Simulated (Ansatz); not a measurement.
Reactions of `C=C=C(C)F`.

Program: Ansatz. Geometries: PBE0-D4/def2-TZVP. ΔE: electronic, gas phase. CBS: MP2 limit from def2 TZ/QZ plus the TZ coupled-cluster correction, frozen cores. This one scheme is used for every species. Functionals use def2-TZVPP. For Ga outer-core shells are correlated without core-valence functions, which leaves a few kJ/mol of doubt a bond. Scalar relativity is left out up to krypton. One conformer a species, not always the lowest.

```csv
reaction,CCSD(T)/CBS(def2) (kJ/mol)
`C=C=C(C)F` + `C[SiH](O)Cl` → `CO[SiH](C)Cl` + `C=C=CF`,?
`C=C=C(C)F` + HCl → `C=C=C(C)Cl` + H–F,-28
`C=C=C(C)F` + H₂ → `C=C=CF` + CH₄,-44
`C=C=C(C)F` + `[NH2][Ga]([F])[F]` → `C[NH][Ga]([F])[F]` + `C=C=CF`,65
```

Problem. Fill in the missing values. (An estimate is asked.)

Solution. Computed: `C=C=C(C)F` + `C[SiH](O)Cl` → `CO[SiH](C)Cl` + `C=C=CF`: +77.9 kJ/mol.

Largest T1 diagnostic: 0.014, for `[NH2][Ga]([F])[F]`.
